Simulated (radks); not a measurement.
Ionisation of the osmium ion Os3+, [Xe] 4f14 5d5, to [Xe] 4f14 5d4 as the strength of local exchange is varied. Calculated with a radial shooting solver on a logarithmic mesh with Libxc functionals: scalar-relativistic Kohn-Sham, Slater X-alpha exchange (alpha = 2/3 is LDA exchange), no correlation, spin-polarised, spherical densities, point nucleus; open shells are filled with parallel spins first (spin-orbit coupling, left out, can overturn this in heavy ions).

alpha,E(Os3+) (hartree),exchange (hartree),IE (eV),-e of the level emptied (eV),<r> of it (bohr)
0.588,-17196.5142,-281.4258,40.174,33.852 (5d),1.642
0.622,-17212.8802,-297.9970,40.901,34.544 (5d),1.630
0.654,-17228.2985,-313.6231,41.593,35.203 (5d),1.620
0.667,-17234.5663,-319.9794,41.876,35.473 (5d),1.615
0.895,-17344.8835,-432.2303,47.023,40.399 (5d),1.546
0.903,-17348.7676,-436.1953,47.210,40.579 (5d),1.543

NIST Atomic Spectra Database: 41 +/- 1.7 eV (theoretical). The Delta-SCF value meets it near alpha = 0.63. Open shells are spherical and high-spin; term and fine-structure splittings are not resolved. Spin-orbit splitting is averaged out at the scalar-relativistic level.
